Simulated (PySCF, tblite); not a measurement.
Write Cartesian coordinates for InChI=1S/C6H9N3/c1-5(2)6-3-8-9-4-7-6/h3-5H,1-2H3 as optimised with GFN2-xTB.

```xyz
18
C6H9N3 angstrom
C     -1.6339   -0.5627    0.9806
C     -0.9457   -0.2406   -0.3482
C     -1.4065    1.1194   -0.8754
C      0.5386   -0.2233   -0.1376
C      1.4122   -1.1398   -0.7422
N      2.7118   -1.0863   -0.5336
N      3.1976   -0.1671    0.2542
C      2.3636    0.6790    0.8221
N      1.0471    0.7013    0.6654
H     -2.7127   -0.5744    0.8477
H     -1.3186   -1.5357    1.3519
H     -1.3756    0.1925    1.7186
H     -1.1871   -1.0182   -1.0807
H     -1.1384    1.8985   -0.1668
H     -0.9355    1.3414   -1.8308
H     -2.4848    1.1194   -1.0120
H      1.0663   -1.9232   -1.4013
H      2.7929    1.4261    1.4763
```

Any rigid rotation of these coordinates is as good. Atoms count from 1 in this order. The C–C distances run from 1.403 Å (C4–C5, aromatic) to 1.531 Å (C1–C2, drawn single), a spread of 0.128 Å. Of the pairs four or more bonds apart, N9···H14 is among the closest relative to their van der Waals radii: 2.63 Å, 96 % of the sum of Bondi's values. The 6-membered ring C4–C5–N6–N7–C8–N9 has internal angles of 116.1° to 126.1°; it is planar, 0.00 Å rms from its mean plane, widest ring torsion 1°.

Bonds between heavy atoms (Å): C1–C2 1.531, C2–C3 1.530, C2–C4 1.499, C4–C5 1.403, C5–N6 1.317, N6–N7 1.304, N7–C8 1.317, C8–N9 1.326, C4–N9 1.326.

The geometry is computed with GFN2-xTB (gas phase).

Point group: near Cs, missed by 0.19 Å at most; the miss may be what the optimiser left on a soft mode. Its lowest GFN2-xTB frequency is 11 cm⁻¹, too small to tell a flat minimum from a shallow saddle. The numbers are those of one conformer (C1–C2–C4–C5 115°).
